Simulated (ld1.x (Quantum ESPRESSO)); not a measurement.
**Reading a pseudo-wave (N (Z = 7))**

Columns: radius, all-electron u(r) and pseudo u(r) of the 2p shell (level -7.30 eV) of nitrogen in the configuration [He] 2s1.5 2p3.5; PBE, scalar-relativistic, ultrasoft scheme, ld1.x (Quantum ESPRESSO) 7.5.

```csv
r (bohr),all-electron,pseudo
0.055,0.0256,0.0093
0.110,0.0855,0.0367
0.165,0.1620,0.0805
0.220,0.2442,0.1383
0.275,0.3258,0.2068
0.330,0.4027,0.2824
0.385,0.4730,0.3610
0.440,0.5355,0.4389
0.495,0.5900,0.5127
0.550,0.6369,0.5797
0.605,0.6764,0.6376
0.660,0.7088,0.6854
0.715,0.7346,0.7227
0.770,0.7541,0.7499
0.825,0.7681,0.7680
0.880,0.7771,0.7785
0.935,0.7817,0.7830
0.990,0.7824,0.7831
1.045,0.7798,0.7799
1.100,0.7742,0.7742
1.155,0.7663,0.7663
1.210,0.7563,0.7563
1.265,0.7445,0.7445
1.320,0.7313,0.7313
1.375,0.7170,0.7170
1.430,0.7017,0.7017
```

(1) How many radial nodes do the two functions have?

(2) At about which radius was the pseudo-wave matched?

(3) Where does each function peak?

(4) Is the pseudo-wave norm-conserving?

Results:

(1) The all-electron 2p function has n − l − 1 = 0; the pseudo-wave has 0.

(2) 1.10 bohr. The columns agree to 0.0005 from 1.04 bohr on; several derivatives are matched, so the curves merge somewhat inside the radius.

(3) Outermost all-electron maximum near 0.99 bohr, pseudo maximum near 0.99 bohr (to the table’s step).

(4) No, it belongs to an ultrasoft set: the norm inside the radius is not constrained, and the difference is carried by the augmentation charge.
